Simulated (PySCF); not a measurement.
## Two-component Hartree-Fock for Ge²⁸⁺ (germanium, charge +28)

Start: [He] 2s2. Calculated with PySCF 2.14 in an uncontracted even-tempered set (17 s from 9.7 bohr⁻², ratio 2.4; 11 p from 13 bohr⁻², ratio 2.4; 5 d from 40 bohr⁻², ratio 2.6; 4 f from 61 bohr⁻², ratio 2.6): generalised Hartree-Fock with the X2C-1e Hamiltonian and a Gaussian nucleus; one run each with spin-orbit coupling (SO) switched off, then screened by Boettger's factors.

```json
{"spinor shell": "1s1/2", "electrons": "2", "ε, spin-free (eV)": "-13232.2", "ε, screened SO (eV)": "-13232.2", "weight of nominal j (screened SO)": "1.000", "rms radius, screened SO (bohr)": "0.0537"}
{"spinor shell": "2s1/2", "electrons": "2", "ε, spin-free (eV)": "-3068.0", "ε, screened SO (eV)": "-3068.0", "weight of nominal j (screened SO)": "1.000", "rms radius, screened SO (bohr)": "0.209"}
```

| quantity | spin-free | screened SO |
| --- | --- | --- |
| E (hartree) | -1248.00300 | -1248.00300 |
| M_J | 0 | 0 |
| ⟨J²⟩ | 0.000 | 0.000 |
| ⟨L²⟩ | 0.000 | 0.000 |
| ⟨S²⟩ | 0.000 | 0.000 |

Without spin-orbit coupling the j labels of p, d and f shells carry no meaning; the spin-free column gives the mean over the occupied spinors of each nl shell.
